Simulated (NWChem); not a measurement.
**Total energies of HIn**

```
In
H 1 1.8630
```
Charge 0, spin multiplicity 1.

All runs are NWChem calculations. The geometry was optimised at PBE0/def2-SVP with def2 effective core potentials on In, a minimum by its harmonic frequencies.

Basis set: def2-TZVP (56 functions).

```csv
method,total energy (Ha)
RHF,-189.77717
MP2,-190.04736
B2PLYP,-190.49914
PBE,-190.71455
B3LYP,-190.78975
PBE0,-190.71139
CCSD(T),-190.05797
```

Total energies of different functionals aren't comparable as a measure of quality: only differences taken within one method are. 

Effective core potentials replace the inner electrons of In; spin-orbit coupling is left out. The correlated methods keep 4 core orbitals frozen. B3LYP has NWChem's definition, with VWN1-RPA local correlation. The structure started from a generated list of species. Coupled-cluster values serve here as a point of comparison, not as the truth.
